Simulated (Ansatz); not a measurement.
Coupled-cluster diagnostics for Al4O6, Ansatz.

Geometry of the singlet (r2SCAN-D4/def2-SVP):

Cartesian coordinates in Å:
```
Al 0.404 1.022 -1.519
Al -0.158 0.898 1.126
Al 1.302 -1.210 -0.355
Al -1.323 -0.850 -0.724
O 0.226 2.041 -0.145
O -0.998 0.177 -2.095
O -0.154 -2.125 -0.568
O -1.601 0.008 0.735
O 1.476 -0.181 1.103
O 0.825 0.220 2.443
```

Correlated methods freeze 26 core orbitals. The structure holds one bond between oxygen atoms, so isomers without such links may lie far lower. Another isomer (singlet) lies 5.69 eV lower at PBE0-D4/def2-TZVP; other spin states weren't run for this one.

Question: Estimate the CCSD(T) correlation energy, the shares of MP2 and (T), T1 and the reference's ⟨S²⟩ for: charge 0, singlet, own geometry in def2-SVP; and the rough time on 4 threads of Arm Neoverse V2 on a shared host.

Answer: 
```tsv
state	basis	correlation (eV)	MP2 share (%)	(T) share (%)	T1	⟨S²⟩ (pure)	wall time	remarks
charge 0, singlet, own geometry	def2-SVP	-37.924	96.0	3.3	0.024	0.00 (0.00)	33 s	large T1, restricted SCF unstable
```
Customary marks for T1 are 0.02 (closed shells), 0.045 (open shells) and about 0.05 (3d metals). T1 exceeds 0.02 in 1 of 1 rows and 0.045 in 0; the higher it lies, the less the single-reference result can be trusted.
